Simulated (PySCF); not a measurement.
SMILES [CH]F, CAM-B3LYP/def2-SVP optimised geometry.

```
3

C     -0.52    -0.55     0.00
F      0.77    -0.55     0.00
H     -0.77     0.55     0.00
```

Density from CAM-B3LYP/def2-TZVP (PySCF) at that geometry.

Minimum of the electron density along straight lines between bonded atoms, close to the bond critical point (lines longer than 1.1 times the sum of covalent radii, or with two minima, are not listed):

```tsv
bond	length / Å	ρ at the minimum / e bohr⁻³	∇²ρ there / e bohr⁻⁵	position (fraction from the first atom)
C1–F2	1.294	0.290	0.30	0.33
C1–H3	1.132	0.276	(withheld)	0.66
```

What belongs in the gaps?


- C1–H3, ∇²ρ there / e bohr⁻⁵: -0.99
